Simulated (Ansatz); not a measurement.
Relaxation of BCl₂FH₂ (6 atoms, charge 0, multiplicity 1), to a largest force component of 0.03 eV/Å in at most 50 steps.

These are results of Ansatz, RKS r2SCANh-D4/def2-SVP, not measurements.

```xyz
6
Properties=species:S:1:pos:R:3:forces:R:3
B 0.048 0.261 0.120 -0.06 0.47 1.24
Cl -0.003 0.669 1.889 0.01 -0.06 -1.20
Cl 1.526 0.407 -0.785 0.00 0.00 0.00
F -1.069 -0.060 -0.478 0.01 0.00 0.00
H 0.302 -2.086 0.528 0.12 -0.85 -1.50
H 0.257 -1.797 1.182 -0.08 0.44 1.46
```

Q: Where does it end, and by what steps?

A: The forces met the threshold. After 9 steps the energy has fallen by 0.179 eV; H6 moved furthest, 0.45 Å.

| step | energy less start (eV) | largest force component (eV/Å) | accepted |
| --- | --- | --- | --- |
| 0 | 0.0000 | 1.503 | yes |
| 1 | -0.1230 | 0.913 | yes |
| 2 | -0.1121 | 0.980 | no |
| 3 | -0.1623 | 0.281 | yes |
| 4 | -0.1686 | 0.250 | yes |
| 5 | -0.1762 | 0.242 | yes |
| 6 | -0.1597 | 1.184 | no |
| 7 | -0.1779 | 0.064 | yes |
| 8 | -0.1783 | 0.047 | yes |
| 9 | -0.1787 | 0.008 | yes |

```xyz
6
Properties=species:S:1:pos:R:3
B 0.023 0.494 0.117
Cl -0.034 0.968 1.796
Cl 1.509 0.547 -0.795
F -1.078 0.102 -0.476
H 0.353 -2.479 0.550
H 0.288 -2.238 1.264
```

Whether the end is a true minimum wasn't checked by a vibrational analysis.

The run took 22 s on 2 threads of Intel(R) Xeon(R) Platinum 8259CL CPU @ 2.50GHz (Skylake/Cascade Lake) (shared host), peak memory 0.18 GiB.
